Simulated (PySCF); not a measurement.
thiophene (C4H4S), singlet, geometry from GFN2-xTB; DF-CAMB3LYP/STO-3G in PySCF.

The PySCF input:
```python
from pyscf import gto, scf, dft

mol = gto.M(
    atom='''
S     0.008638   -0.007341    1.192886
C     0.002988    1.225833   -0.005095
C    -0.003171   -1.225678   -0.020136
C    -0.007387    0.715073   -1.261196
C    -0.010941   -0.699498   -1.269875
H     0.007731    2.253480    0.299008
H    -0.003601   -2.256990    0.271334
H    -0.012358    1.318248   -2.151350
H    -0.018915   -1.291672   -2.167363
''',
    basis='sto-3g',
    charge=0,
    spin=0,
    verbose=4,
)

mf = dft.RKS(mol)
mf.xc = 'camb3lyp'
mf = mf.density_fit(auxbasis='def2-universal-jkfit')
mf.kernel()
```

### Question
Write the output that PySCF gives for this input, abridged.

### Answer

```
PySCF version 2.14.0

[INPUT] verbose = 4
[INPUT] num. atoms = 9
[INPUT] num. electrons = 44
[INPUT] charge = 0
[INPUT] spin (= nelec alpha-beta = 2S) = 0
[INPUT] symmetry False subgroup None
[INPUT] Mole.unit = angstrom
[INPUT] Symbol           X                Y                Z      unit          X                Y                Z       unit  Magmom
[INPUT]  1 S      0.008638000000  -0.007341000000   1.192886000000 AA    0.016323454264  -0.013872479480   2.254227837828 Bohr   0.0
[INPUT]  2 C      0.002988000000   1.225833000000  -0.005095000000 AA    0.005646501660   2.316488644454  -0.009628154605 Bohr   0.0
[INPUT]  3 C     -0.003171000000  -1.225678000000  -0.020136000000 AA   -0.005992321541  -2.316195736905  -0.038051525244 Bohr   0.0
[INPUT]  4 C     -0.007387000000   0.715073000000  -1.261196000000 AA   -0.013959406882   1.351292129071  -2.383315029397 Bohr   0.0
[INPUT]  5 C     -0.010941000000  -0.699498000000  -1.269875000000 AA   -0.020675493529  -1.321859644681  -2.399715962432 Bohr   0.0
[INPUT]  6 H      0.007731000000   2.253480000000   0.299008000000 AA    0.014609472669   4.258460027185   0.565043229054 Bohr   0.0
[INPUT]  7 H     -0.003601000000  -2.256990000000   0.271334000000 AA   -0.006804903775  -4.265092965882   0.512746948283 Bohr   0.0
[INPUT]  8 H     -0.012358000000   1.318248000000  -2.151350000000 AA   -0.023353235447   2.491127684256  -4.065462298083 Bohr   0.0
[INPUT]  9 H     -0.018915000000  -1.291672000000  -2.167363000000 AA   -0.035744169646  -2.440906322769  -4.095722482516 Bohr   0.0

nuclear repulsion = 203.525783892669
number of shells = 21
number of NR pGTOs = 99
number of NR cGTOs = 33
basis = sto-3g
ecp = {}

******** <class 'pyscf.df.df_jk.DFRKS'> ********
method = DFRKS
initial guess = minao
damping factor = 0
level_shift factor = 0
DIIS = <class 'pyscf.scf.diis.CDIIS'>
diis_start_cycle = 1
diis_space = 8
diis_damp = 0
SCF conv_tol = 1e-09
SCF conv_tol_grad = None
SCF max_cycles = 50
direct_scf = False
XC library pyscf.dft.libxc version 7.1.2
    S. Lehtola, C. Steigemann, M. J. T. Oliveira, and M. A. L. Marques,  SoftwareX 7, 1–5 (2018)
XC functionals = camb3lyp
    T. Yanai, D. P. Tew, and N. C. Handy,  Chem. Phys. Lett. 393, 51 (2004)
radial grids:
    Treutler-Ahlrichs [JCP 102, 346 (1995); DOI:10.1063/1.469408] (M4) radial grids

becke partition: Becke, JCP 88, 2547 (1988); DOI:10.1063/1.454033
pruning grids: <function nwchem_prune>
grids dens level: 3
symmetrized grids: False
atomic radii adjust function: <function treutler_atomic_radii_adjust>
small_rho_cutoff = 0
Set gradient conv threshold to 3.16228e-05
Initial guess from minao.
tot grids = 114584
******** <class 'pyscf.df.df.DF'> ********
auxbasis = def2-universal-jkfit
Create RSH-DF object <pyscf.df.df.DF object> for omega=0.33
******** <class 'pyscf.df.df.DF'> ********
auxbasis = auxmol.basis = def2-universal-jkfit
init E= -547.53510618208
  HOMO = -0.214149486924978  LUMO = 0.023943355242498  gap/eV = 6.47884
cycle= 1 E= -546.589337981437  delta_E= 0.946  |g|= 0.16  |ddm|= 4.33
  HOMO = -0.209894380467137  LUMO = 0.157483508963688  gap/eV = 9.99686
cycle= 2 E= -546.597328005795  delta_E= -0.00799  |g|= 0.101  |ddm|= 0.382
  HOMO = -0.215117791294072  LUMO = 0.158587682043579  gap/eV = 10.16904
cycle= 3 E= -546.59991867648  delta_E= -0.00259  |g|= 0.0361  |ddm|= 0.16
  HOMO = -0.219525266179339  LUMO = 0.153795361093829  gap/eV = 10.15857
cycle= 4 E= -546.600326991736  delta_E= -0.000408  |g|= 0.00541  |ddm|= 0.0524
  HOMO = -0.219420381092946  LUMO = 0.154540114165697  gap/eV = 10.17598
cycle= 5 E= -546.600337672774  delta_E= -1.07e-05  |g|= 0.0017  |ddm|= 0.0111
  HOMO = -0.218941322299685  LUMO = 0.154916815880792  gap/eV = 10.17320
cycle= 6 E= -546.600339019344  delta_E= -1.35e-06  |g|= 0.000372  |ddm|= 0.00365
  HOMO = -0.219013659251517  LUMO = 0.154882482123072  gap/eV = 10.17423
cycle= 7 E= -546.600339112964  delta_E= -9.36e-08  |g|= 6.61e-05  |ddm|= 0.000994
  HOMO = -0.219016567310459  LUMO = 0.154888704749251  gap/eV = 10.17448
cycle= 8 E= -546.600339117815  delta_E= -4.85e-09  |g|= 6.61e-06  |ddm|= 0.000299
  HOMO = -0.219017056477211  LUMO = 0.15488886795181  gap/eV = 10.17450
cycle= 9 E= -546.600339117845  delta_E= -3.05e-11  |g|= 1.07e-06  |ddm|= 2.28e-05
  HOMO = -0.219017124888671  LUMO = 0.154888806314306  gap/eV = 10.17450
Extra cycle  E= -546.600339117845  delta_E=    0  |g|= 8.16e-07  |ddm|= 2.47e-06
converged SCF energy = -546.600339117845
```
